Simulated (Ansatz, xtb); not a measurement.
Species: CdI₂, charge -1, multiplicity 2. The spin state was set by rule; other spins were not relaxed. 
Geometry from a B3LYP-D3(BJ)/def2-TZVP (Ansatz, a first-principles code) optimisation:
```
Cd
I 1 2.9159
I 1 2.9159 2 126.00
```
Charge -1, spin multiplicity 2.

Harmonic wavenumbers from GFN2-xTB (xtb, at its own minimum), cm⁻¹: 31, 107, 115.

Q: Give the harmonic wavenumbers at B3LYP-D3(BJ)/def2-TZVP (Ansatz, finite differences of forces, unscaled).

A: 28, 107, 133 cm⁻¹. Zero-point energy 0.4 kcal/mol.
